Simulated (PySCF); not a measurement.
CH5BrFNSi, SMILES C[Si](N)(F)Br.

Geometry: PBE-D3(BJ)/def2-SVP. The structure was generated by enumeration, and PubChem lists no compound with its InChIKey, so it may never have been made. One conformer was computed; it need not be the lowest.

All values below come from PySCF with CAM-B3LYP/def2-TZVP.

The molecule is in vacuum.

Problem. Estimate the frontier levels, gap, dipole moment and polarisability. (Estimate from the structure and the level; the computed values follow.)

Solution. 
```json
{
  "highest_occupied_level": "-9.51 eV",
  "lowest_empty_level": "1.27 eV",
  "orbital_gap": "10.78 eV",
  "dipole_moment": "2.65 D",
  "quadrupole, principal values (traceless, Buckingham form, about the centre of nuclear charge)": "-10.88, 3.72, 7.16 D·Å",
  "mean_static_polarisability": "61.2 bohr³ (9.07 Å³)",
  "polarisability_principal_values": "52.1, 59.7, 72.0 bohr³"
}
```
